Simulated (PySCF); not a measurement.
Harmonic spectrum computed at PBE0 in the def2-TZVP basis family (core potentials from Rb on, PySCF, no spin–orbit coupling):

```tsv
ω (cm⁻¹)	IR (km/mol)
158	5.6
384	66.5
1150	87.1
```

Which molecule gave it? In each, all ligands are bound to the one heavy central atom.
A. ClMoN (triplet)
B. ClWN (triplet)
C. ClTiN (singlet)
D. ClHfN (singlet)
E. ClZrN (singlet)

A. It has Cs symmetry with Mo–Cl 2.307 Å, Mo–N 1.613 Å.
